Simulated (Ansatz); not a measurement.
C2H9NOSi can be A, `C[Si](C)(N)O`, or B, `CO[SiH](C)N`.

Isolated molecules relaxed with PBE0-D4/def2-TZVP in Ansatz; ΔE leaves out vibrations. CCSD(T)/CBS is the MP2 limit (def2-TZVPP, def2-QZVPP) plus CCSD(T) − MP2 in def2-TZVPP, frozen cores. Functionals use def2-TZVPP. B3LYP here is the variant with VWN-RPA as its local correlation; programs differ in this. One conformer a species, not always the lowest.

Q: Which isomer does CCSD(T)/CBS put lower? Give the gap. (An estimate is asked.)

A: Ansatz gave: A, by 25.3 kcal/mol.

Q: Give E(B) − E(A) in kcal/mol with PBE-D4, PBE0-D4, CCSD/def2-TZVPP, HF/def2-TZVPP, r2SCAN-D4, CCSD(T)/def2-TZVPP, B3LYP-D4. (An estimate is asked.)

A: Ansatz gave: PBE-D4 24.3, PBE0-D4 24.8, CCSD/def2-TZVPP 24.4, HF/def2-TZVPP 21.3, r2SCAN-D4 25.3, CCSD(T)/def2-TZVPP 24.6, B3LYP-D4 23.2. None reverses the order clearly.

Largest T1 diagnostic: 0.010.

In def2-TZVPP, CCSD(T) changes the Hartree–Fock value by +3.3 kcal/mol (the triples alone add +0.2 kcal/mol) and MP2 by +4.8 kcal/mol.
